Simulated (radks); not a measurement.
The mean radii <r> (bohr) of the occupied orbitals of an atom or ion are listed with their occupations. Calculated with a radial shooting solver on a logarithmic mesh with Libxc functionals: scalar-relativistic Kohn-Sham, LDA (Slater exchange, Perdew-Wang correlation), spin-polarised, spherical densities, finite nucleus; Fermi nuclear charge, rms radius of each element as measured or else 0.836 A^(1/3) + 0.57 fm.

| orbital | occ. | <r> |
|---|---|---|
| 1s up | 1 | 0.06657 |
| 1s down | 1 | 0.06657 |
| 2s up | 1 | 0.3086 |
| 2s down | 1 | 0.3085 |
| 2p up | 3 | 0.2740 |
| 2p down | 3 | 0.2739 |
| 3s up | 1 | 0.8883 |
| 3s down | 1 | 0.8901 |
| 3p up | 3 | 0.9150 |
| 3p down | 2 | 0.9177 |

Name the element and its charge. Open shells, if any, are filled with parallel spins first.

Answer. Z = 23, vanadium, charge +6: V6+ in [Ne] 3s2 3p5. The 1s radius gives Z: for a bare nucleus <r> = (2 gamma + 1)/(2Z) with gamma = sqrt(1 - (Z/c)^2), 0.0646 bohr for Z = 23, and screening makes it slightly larger (0.06657 here). The occupations add up to 17, and the charge is Z minus that.
